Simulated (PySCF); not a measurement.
## C₆ coefficients of unlike pairs at PBE

Calculated with PySCF 2.14 from the dipole response of each species, C₆(A,B) = (3/π) ∫ α_A(iu) α_B(iu) du, in atomic units, from isotropic polarisabilities. For ions this is the dispersion term alone; charge-induced terms of lower order in 1/R come first.

```
species            configuration                                                                                              basis      relativity  α (bohr³)  C₆ (like pair)
   Te³⁺   [Kr] 4d10 5s2 5p1 (2P)  aug-cc-pVQZ-PP with one added diffuse shell each of s, p, d, f, g type with ECP28MDF (8s8p6d4f3g)  core potential      10.39           52.63
     N⁺        [He] 2s2 2p2 (3P)                        aug-cc-pVTZ with one added diffuse shell each of s, p, d, f type (6s5p4d3f)            none      3.926           8.546
    Hg⁺  [Xe] 4f14 5d10 6s1 (2S)                    x2c-TZVPPall with one added diffuse shell each of s, p, d, f type (12s8p8d4f1g)   spin-free X2C      19.23           146.3
   Zn³⁺            [Ar] 3d9 (2D)                                                        aug-cc-pVQZ-PP with ECP10MDF (7s7p6d4f3g2h)  core potential      1.525           3.394
```

Problem. Estimate C₆ for Zn³⁺ with N⁺.

Solution. The integral gives 4.852. The combination rule 2 C_A C_B / (C_A α_B/α_A + C_B α_A/α_B) gives 4.811 and the geometric mean 5.386.

No spin-orbit coupling is included.

The other pairs:

```json
{"pair": "Zn³⁺, Te³⁺", "C₆": "11.85"}
{"pair": "N⁺, Te³⁺", "C₆": "21.16"}
{"pair": "Zn³⁺, Hg⁺", "C₆": "19.72"}
{"pair": "Hg⁺, N⁺", "C₆": "35.14"}
{"pair": "Hg⁺, Te³⁺", "C₆": "87.55"}
```
